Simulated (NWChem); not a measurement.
System: AlHBr2; SMILES [Br][AlH][Br]

NWChem input:

```
start job
memory heap 200 mb stack 900 mb global 1100 mb
geometry units angstroms noautoz
  Al     0.000000     0.000000    -0.876475
  H      0.000000     0.000000    -2.445862
  Br    -1.931626     0.000000     0.267006
  Br     1.931626     0.000000     0.267006
end
basis spherical
  * library def2-qzvp
end
dft
  xc hfexch
  iterations 150
  semidirect filesize 400000000
  mulliken
end
task dft energy
```

NWChem printed, in part:

```
             Northwest Computational Chemistry Package (NWChem) 7.3.0
             --------------------------------------------------------

 C2V symmetry detected

                             Geometry "geometry" -> ""
                             -------------------------

 Output coordinates in angstroms (scale by  1.889725989 to convert to a.u.)

  No.       Tag          Charge          X              Y              Z
 ---- ---------------- ---------- -------------- -------------- --------------
    1 Al                  13.0000     0.00000000     0.00000000    -0.93421765
    2 H                    1.0000     0.00000000     0.00000000    -2.50360465
    3 Br                  35.0000    -1.93162600     0.00000000     0.20926335
    4 Br                  35.0000     1.93162600     0.00000000     0.20926335

 Effective nuclear repulsion energy (a.u.)     397.8303932126

      Symmetry information
      --------------------

 Group name             C2v
 Group number             16
 Group order               4
 No. of unique centers     3

  xc_inp: hfexch multiplicative factor not found.

                                 NWChem DFT Module
                                 -----------------

 Summary of "ao basis" -> "ao basis" (spherical)
 ------------------------------------------------------------------------------
       Tag                 Description            Shells   Functions and Types
 ---------------- ------------------------------  ------  ---------------------
 Al                        def2-qzvp                22       70   9s6p4d2f1g
 H                         def2-qzvp                10       30   4s3p2d1f
 Br                        def2-qzvp                25       75   11s7p4d2f1g

      Symmetry analysis of basis
      --------------------------

        a1         93
        a2         36
        b1         73
        b2         48

            General Information
            -------------------
          SCF calculation type: DFT
          Wavefunction type:  closed shell.
          No. of atoms     :     4
          No. of electrons :    84
           Alpha electrons :    42
            Beta electrons :    42
          Charge           :     0
          Spin multiplicity:     1
          Use of symmetry is: on ; symmetry adaption is: on
          Maximum number of iterations: 150
          AO basis - number of functions:   250
                     number of shells:    82
          Convergence on energy requested:  1.00D-06
          Convergence on density requested:  1.00D-05
          Convergence on gradient requested:  5.00D-04

              XC Information
              --------------
                     Hartree-Fock (Exact) Exchange  1.000

      Superposition of Atomic Density Guess
      -------------------------------------

 Sum of atomic energies:       -5387.27717136

      Non-variational initial energy
      ------------------------------

 Total energy =   -5387.767828
 1-e energy   =   -8295.435171
 2-e energy   =    2509.836950
 HOMO         =      -0.382828
 LUMO         =       0.005728

      Symmetry analysis of molecular orbitals - initial
      -------------------------------------------------

  Numbering of irreducible representations:

     1 a1          2 a2          3 b1          4 b2

  Orbital symmetries:

     1 b1          2 a1          3 a1          4 b1          5 b1
     6 a1          7 b1          8 a2          9 a1         10 b2
    11 a1         12 a1         13 b1         14 a1         15 b1
    16 a1         17 b2         18 b1         19 a2         20 a1
    21 b1         22 a1         23 a1         24 b2         25 b1
    26 a2         27 a1         28 b2         29 b1         30 a2
    31 a1         32 b1         33 b2         34 a1         35 b1
    36 a1         37 b1         38 a1         39 b2         40 a2
    41 b1         42 a1         43 b2         44 a1         45 b1
    46 a1         47 a1         48 b2         49 b1         50 a1
    51 b1         52 b2

------------------------------------------------------------
EAF file 0: "./job.aoints.0" size=439353344 bytes
------------------------------------------------------------
               write      read    awrite     aread      wait
               -----      ----    ------     -----      ----
     calls:      838         0         0         0         0
   data(b): 4.39e+08  0.00e+00  0.00e+00  0.00e+00
   time(s): 0.00e+00  0.00e+00  0.00e+00  0.00e+00  0.00e+00
rate(mb/s): 0.00e+00  0.00e+00
------------------------------------------------------------

     ---------------------------------------------
      Total Density - Mulliken Population Analysis
     ---------------------------------------------

    Atom       Charge   Shell Charges
 -----------   ------   -------------------------------------------------------
    1 Al  13    12.04   1.71  0.01  0.24  0.41  1.06  0.54  0.34  0.58  0.12  5.40 -0.00  0.59  0.45  0.33  0.04  0.00  0.05  0.10  0.04  0.02  0.02  0.01
    2 H    1     1.13   0.10  0.31  0.51  0.19  0.00  0.00  0.00  0.00  0.00  0.00
    3 Br  35    35.42   1.80 -0.02  0.18  0.76  1.05  0.25  1.05  0.86  0.42  1.14  0.44  6.00  3.34  2.21  0.61  1.87  2.66  0.78  8.39  1.43  0.18  0.01  0.00  0.00  0.00
    4 Br  35    35.42   1.80 -0.02  0.18  0.76  1.05  0.25  1.05  0.86  0.42  1.14  0.44  6.00  3.34  2.21  0.61  1.87  2.66  0.78  8.39  1.43  0.18  0.01  0.00  0.00  0.00

   convergence    iter        energy       DeltaE   RMS-Dens  Diis-err
 ---------------- ----- ----------------- --------- --------- ---------
 d= 0,ls=0.0,diis     1  -5387.5551650398 -5.79D+03  1.49D-03  1.59D-01
 d= 0,ls=0.0,diis     2  -5387.5842771088 -2.91D-02  4.26D-04  5.08D-02
 d= 0,ls=0.0,diis     3  -5387.5898627656 -5.59D-03  1.50D-04  2.30D-03
 d= 0,ls=0.0,diis     4  -5387.5902563220 -3.94D-04  5.12D-05  2.50D-04
 d= 0,ls=0.0,diis     5  -5387.5902992785 -4.30D-05  1.47D-05  1.08D-05
  Resetting Diis
 d= 0,ls=0.0,diis     6  -5387.5903019647 -2.69D-06  3.81D-06  7.41D-07
 d= 0,ls=0.0,diis     7  -5387.5903021774 -2.13D-07  9.57D-07  6.94D-08

         Total DFT energy =    -5387.590302177398
      One electron energy =    -8298.128768101175
           Coulomb energy =     2710.669141796409
    Exchange-Corr. energy =     -197.961069085223
 Nuclear repulsion energy =      397.830393212591

 Numeric. integr. density =        0.000000000000

                  Occupations of the irreducible representations
                  ----------------------------------------------

                     irrep           alpha         beta
                     --------     --------     --------
                     a1               17.0         17.0
                     a2                5.0          5.0
                     b1               14.0         14.0
                     b2                6.0          6.0

                       DFT Final Molecular Orbital Analysis
                       ------------------------------------

 Vector   40  Occ=2.000000D+00  E=-4.324375D-01  Symmetry=a1
              MO Center=  2.7D-13,  6.9D-14, -2.7D-01, r^2= 5.3D+00
   Bfn.  Coefficient  Atom+Function         Bfn.  Coefficient  Atom+Function
  ----- ------------  ---------------      ----- ------------  ---------------
   129      0.308120  3 Br pz               204      0.308120  4 Br pz
   126      0.250720  3 Br pz               201      0.250720  4 Br pz
    73      0.132246  2 H  s                117     -0.126296  3 Br pz
   192     -0.126296  4 Br pz               132      0.122556  3 Br pz
   207      0.122556  4 Br pz               120     -0.101829  3 Br pz

 Vector   41  Occ=2.000000D+00  E=-4.324131D-01  Symmetry=a2
              MO Center= -8.6D-15,  3.2D-15,  1.6D-01, r^2= 5.1D+00
   Bfn.  Coefficient  Atom+Function         Bfn.  Coefficient  Atom+Function
  ----- ------------  ---------------      ----- ------------  ---------------
   128      0.343502  3 Br py               203     -0.343502  4 Br py
   125      0.277810  3 Br py               200     -0.277810  4 Br py
   131      0.141514  3 Br py               206     -0.141514  4 Br py
   116     -0.140326  3 Br py               191      0.140326  4 Br py
   119     -0.113215  3 Br py               194      0.113215  4 Br py

 Vector   42  Occ=2.000000D+00  E=-4.244410D-01  Symmetry=b1
              MO Center= -3.4D-13, -1.3D-15,  1.4D-01, r^2= 5.2D+00
   Bfn.  Coefficient  Atom+Function         Bfn.  Coefficient  Atom+Function
  ----- ------------  ---------------      ----- ------------  ---------------
   129      0.257257  3 Br pz               204     -0.257257  4 Br pz
   127      0.236938  3 Br px               202      0.236938  4 Br px
   126      0.205282  3 Br pz               201     -0.205282  4 Br pz
   124      0.198803  3 Br px               199      0.198803  4 Br px
   132      0.110869  3 Br pz               207     -0.110869  4 Br pz

 Vector   43  Occ=0.000000D+00  E= 3.474227D-02  Symmetry=b2
              MO Center=  1.9D-15,  2.4D-14, -1.2D+00, r^2= 6.9D+00
   Bfn.  Coefficient  Atom+Function         Bfn.  Coefficient  Atom+Function
  ----- ------------  ---------------      ----- ------------  ---------------
    26      0.835497  1 Al py               131     -0.305658  3 Br py
   206     -0.305658  4 Br py                23      0.289074  1 Al py
    20      0.221362  1 Al py               125     -0.122185  3 Br py
   200     -0.122185  4 Br py                11     -0.120013  1 Al py
   128     -0.060751  3 Br py               203     -0.060751  4 Br py

[...]
```

Level: Hartree-Fock/def2-QZVP. Coordinates come from a PBE0/def2-SVP optimisation.
